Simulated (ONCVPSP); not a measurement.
## Before and after: ONCV potential for titanium

```json
{
 "Element": "Ti",
 "Generator": "ONCVPSP 4.0.1",
 "Type": "optimised norm-conserving Vanderbilt (ONCV)",
 "Functional": "PBE",
 "Relativity": "scalar-relativistic",
 "Frozen core": "[Ne] 3s2",
 "Valence charge": "10",
 "Reference configuration": "3p6 3d2 4s1.5 4p0.5",
 "Partial waves": "4s: rc 2.50 bohr, ncon 4, nbas 8, qcut 2.4 1/bohr, 1 projector; 3p+4p: rc 2.20 bohr, ncon 4, nbas 8, qcut 5.5 1/bohr, 2 projectors; 3d: rc 1.55 bohr, ncon 4, nbas 9, qcut 9.9 1/bohr, local; f scattering state at 0.23 Ha: rc 1.95 bohr, ncon 3, nbas 6, qcut 5.5 1/bohr, 3 projectors, debl 3.4 Ha",
 "Local potential": "the d channel",
 "Core correction": "none"
}
```

Change: s: rc 3.26.

Cutoffs: the cutoffs (Ha) at which the residual kinetic energy of the hardest occupied pseudo-wave falls to 1 and 0.1 mHa per electron; they do not see the model core or the augmentation charge, which bear on the density cutoff. Errors are all-electron minus pseudo energies relative to the spin-unpolarised reference configuration.

Question: How do hardness, ghosts and transferability respond?

Answer: The potential gets neither clearly harder nor softer (36 Ha and 41 Ha → 36 Ha and 41 Ha); both files keep a bound ghost (s); of the 4 tests that both files solve, the error grows in 2 and shrinks in 0 by more than 15 % and 0.3 meV (median size 0.9 → 1.2 meV).

| quantity | base | changed |
| --- | --- | --- |
| cutoff, loose | 36 Ha | 36 Ha |
| cutoff, tight | 41 Ha | 41 Ha |
| loose cutoff by channel | s 2.6 Ha, p 13 Ha, d 36 Ha | s 2.3 Ha, p 13 Ha, d 36 Ha |
| bound ghosts | s | s |
| GHOST(+) flags under 300 eV | none | none |
| error for 3p6 3d2 4s2 4p0, meV [ΔE -1.52 eV] | -0.6 | -1.0 |
| error for 3p6 3d2 4s1 4p0, meV [ΔE 5.83 eV] | +1.1 | +1.3 |
| error for 3p6 3d2 4s0 4p0, meV [ΔE 19.40 eV] | +3.2 | -7.0 |
| error for 3p6 3d2 4s1.5 4p0, meV [ΔE 1.42 eV] | +0.3 | +0.2 |
| p: phases at 2.24 bohr within 0.05 rad from the reference energy up to (Ha; the scan ends near 5) | 4.1 | 4.1 |
| d: phases at 1.57 bohr within 0.05 rad from the reference energy up to (Ha; the scan ends near 5) | 1.4 | 1.4 |
| f: phases at 1.97 bohr within 0.05 rad from the reference energy up to (Ha; the scan ends near 5) | to the end of the scan | to the end of the scan |

 A true bound ghost makes a file unfit for plane-wave use even where its test errors are small: the radial tests pick states by their node count and pass the ghost by.
